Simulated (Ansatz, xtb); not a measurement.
## Isomers of B2Cl2F2H2 in order of energy

4 gas-phase structures of B2Cl2F2H2, from a drawn sample of its isomers (lower ones may exist). Each was relaxed with GFN2-xTB:

A. `F[B@H-]1[Cl+][B@H-](F)[Cl+]1`, a singlet
B. a singlet given by its coordinates
C. `F[B@H-]1[Cl+][B@@H-](F)[Cl+]1`, a singlet
D. `F[B-]1(F)[Cl+][BH2-][Cl+]1`, a singlet

B (Å):

```yaml
atoms:
  - { symbol: B, position_ang: [-1.3505, -1.5834, 0.5704] }
  - { symbol: B, position_ang: [-2.0518, 1.1766, -0.9259] }
  - { symbol: Cl, position_ang: [-1.1950, 0.7590, 0.5062] }
  - { symbol: Cl, position_ang: [-2.1423, 2.7982, -1.3853] }
  - { symbol: F, position_ang: [-2.6759, -1.6383, 0.5422] }
  - { symbol: F, position_ang: [-0.7714, -1.7937, -0.6046] }
  - { symbol: H, position_ang: [-0.7671, -1.7795, 1.5661] }
  - { symbol: H, position_ang: [-2.5603, 0.3354, -1.5621] }
```

Close contacts (Å): B1–Cl3 2.35, B1–F5 1.33, B1–F6 1.33, B2–Cl3 1.72, B2–Cl4 1.69, B1–H7 1.17, B2–H8 1.17.

Question: Estimate their order in r2SCAN-D4/def2-SVP energy at these geometries, lowest first.

Answer: Calculated order at r2SCAN-D4/def2-SVP: B (0.000), D (0.021), C (0.105), A (0.133) eV. Less than 1 kcal/mol parts B and D; C and A, so the order within those pairs means little.

Energies above the lowest of each column, in eV; the last columns are at PBE0-D4/def2-SVP geometries (a dash: not run or not comparable):

```csv
structure,GFN2-xTB,HF/STO-3G,r2SCAN-D4/def2-SVP,PBE0-D4/def2-SVP,CCSD(T)/def2-SVP + ΔMP2/def2-TZVPP
B,0.317,0.526,0.000,not converged,–
D,0.058,0.000,0.021,0.000,0.000
C,0.029,0.099,0.105,0.098,0.100
A,0.000,0.148,0.133,0.111,0.118
```

CCSD(T)/def2-SVP + ΔMP2/def2-TZVPP puts D lowest of those it was run on; GFN2-xTB picks A, r2SCAN-D4/def2-SVP picks B. Frequencies (PBE0-D4/def2-SVP) were run for A, C, D alone. ΔMP2 is the change of the MP2 energy from the smaller to the larger basis.

Over these structures GFN2-xTB departs from r2SCAN-D4/def2-SVP by 0.141 eV on average once a common shift is removed. A GFN2-xTB relaxation took about 0.079 s and the r2SCAN-D4/def2-SVP energy about 1.6 s on a shared host (Ansatz 0.2.0, xtb 6.7.1).
